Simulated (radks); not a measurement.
Species: As18+. Configuration: [Ne] 3s2 3p3. Method: Dirac Kohn-Sham, PBE, spin-unpolarised, spherical densities, finite nucleus; open shells fill j = l - 1/2 first; Fermi nuclear charge, rms radius 4.0968 fm; computed with a radial shooting solver on a logarithmic mesh with Libxc functionals.

Unscreened Slater integrals over Kohn-Sham orbitals (hartree). Large and small components are both included.

\begin{tabular}{lr}
integral & value \\ \hline
F0(3p3/2,3p3/2) & 1.7740 \\
F2(3p3/2,3p3/2) & 0.89772 \\
F0(3p3/2,3p1/2) & 1.7842 \\
G2(3p3/2,3p1/2) & 0.90084 \\
F0(3p3/2,3s1/2) & 1.7582 \\
G1(3p3/2,3s1/2) & 1.1526 \\
F0(3p3/2,2p3/2) & 2.3568 \\
F2(3p3/2,2p3/2) & 0.57208 \\
G0(3p3/2,2p3/2) & 0.22898 \\
G2(3p3/2,2p3/2) & 0.24801 \\
F0(3p1/2,3p1/2) & 1.7947 \\
F0(3p1/2,3s1/2) & 1.7679 \\
G1(3p1/2,3s1/2) & 1.1524 \\
F0(3p1/2,2p3/2) & 2.3804 \\
G2(3p1/2,2p3/2) & 0.24681 \\
F0(3s1/2,3s1/2) & 1.7463 \\
F0(3s1/2,2p3/2) & 2.2922 \\
G1(3s1/2,2p3/2) & 0.22590 \\
F0(2p3/2,2p3/2) & 5.1711 \\
F2(2p3/2,2p3/2) & 2.4538 \\
\end{tabular}
